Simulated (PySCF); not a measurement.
Isomers of C7H11O2P, mass 158.050 u with the commonest isotopes. Level of theory: PBE0/pcSseg-1 in PySCF (dipole) on a GFN2-xTB geometry, gas phase. One conformer each, none proved a minimum here; rigid rotors.

Question: Order these by rotational constant B, largest first.
A. `[CH:1]#[C:2][CH2:3][P:4]([CH2:5][CH3:6])[C:7](=[O:8])[O:9][CH3:10]` with C2–C3–P4–C5 -52°, C3–P4–C5–C6 -45°, C3–P4–C7–O8 -17°, P4–C7–O9–C10 177°
B. `[CH:1]#[C:2][P@@:3](=[O:4])([OH:5])[CH:6]1[CH2:7][CH2:8][CH2:9][CH2:10]1` with C2–P3–O5–H -113°, C2–P3–C6–C7 -57°, P3–C6–C7–C8 131°, C6–C7–C8–C9 -33°, C7–C8–C9–C10 42°, C8–C9–C10–C6 -34°
C. `[CH2:1]=[CH:2][P:3]1(=[O:4])[CH2:5][CH2:6][C:7](=[O:8])[CH2:9][CH2:10]1` with C1–C2–P3–O4 0°, C2–P3–C5–C6 -170°, P3–C5–C6–C7 63°, C5–C6–C7–O8 113°, C6–C7–C9–C10 66°

Answer: B (940.4 MHz), C (749.1 MHz), A (691.8 MHz).

Question: Order these by out-of-plane moment Σ m c² = (Ia + Ib − Ic)/2, largest first.
A. `[CH:1]#[C:2][CH2:3][P:4]([CH2:5][CH3:6])[C:7](=[O:8])[O:9][CH3:10]` with C2–C3–P4–C5 -52°, C3–P4–C5–C6 -45°, C3–P4–C7–O8 -17°, P4–C7–O9–C10 177°
B. `[CH2:1]=[CH:2][P:3]1(=[O:4])[CH2:5][CH2:6][C:7](=[O:8])[CH2:9][CH2:10]1` with C1–C2–P3–O4 0°, C2–P3–C5–C6 -170°, P3–C5–C6–C7 63°, C5–C6–C7–O8 113°, C6–C7–C9–C10 66°
C. `[CH:1]#[C:2][P@@:3](=[O:4])([OH:5])[CH:6]1[CH2:7][CH2:8][CH2:9][CH2:10]1` with C2–P3–O5–H -113°, C2–P3–C6–C7 -57°, P3–C6–C7–C8 131°, C6–C7–C8–C9 -33°, C7–C8–C9–C10 42°, C8–C9–C10–C6 -34°

Answer: C (118.37 u·Å²), B (81.40 u·Å²), A (72.13 u·Å²).

Question: Order these by rotational constant C, largest first.
A. `[CH:1]#[C:2][P@@:3](=[O:4])([OH:5])[CH:6]1[CH2:7][CH2:8][CH2:9][CH2:10]1` with C2–P3–O5–H -113°, C2–P3–C6–C7 -57°, P3–C6–C7–C8 131°, C6–C7–C8–C9 -33°, C7–C8–C9–C10 42°, C8–C9–C10–C6 -34°
B. `[CH2:1]=[CH:2][P:3]1(=[O:4])[CH2:5][CH2:6][C:7](=[O:8])[CH2:9][CH2:10]1` with C1–C2–P3–O4 0°, C2–P3–C5–C6 -170°, P3–C5–C6–C7 63°, C5–C6–C7–O8 113°, C6–C7–C9–C10 66°
C. `[CH:1]#[C:2][CH2:3][P:4]([CH2:5][CH3:6])[C:7](=[O:8])[O:9][CH3:10]` with C2–C3–P4–C5 -52°, C3–P4–C5–C6 -45°, C3–P4–C7–O8 -17°, P4–C7–O9–C10 177°

Answer: A (845.4 MHz), B (714.1 MHz), C (623.8 MHz).

```json
{"SMILES": "C#C[P@@](=O)(O)C1CCCC1", "point group": "C1", "Ia (u·Å²)": "297.12", "Ib (u·Å²)": "537.41", "Ic (u·Å²)": "597.80", "κ": "-0.78", "μa (D)": "2.19", "μb (D)": "0.99", "μc (D)": "1.78"}
{"SMILES": "C=CP1(=O)CCC(=O)CC1", "point group": "Cs", "Ia (u·Å²)": "195.85", "Ib (u·Å²)": "674.67", "Ic (u·Å²)": "707.73", "κ": "-0.96", "μa (D)": "2.18", "μb (D)": "0.00", "μc (D)": "2.24"}
{"SMILES": "C#CCP(CC)C(=O)OC", "point group": "C1", "Ia (u·Å²)": "223.88", "Ib (u·Å²)": "730.52", "Ic (u·Å²)": "810.15", "κ": "-0.92", "μa (D)": "1.19", "μb (D)": "2.00", "μc (D)": "0.20"}
```
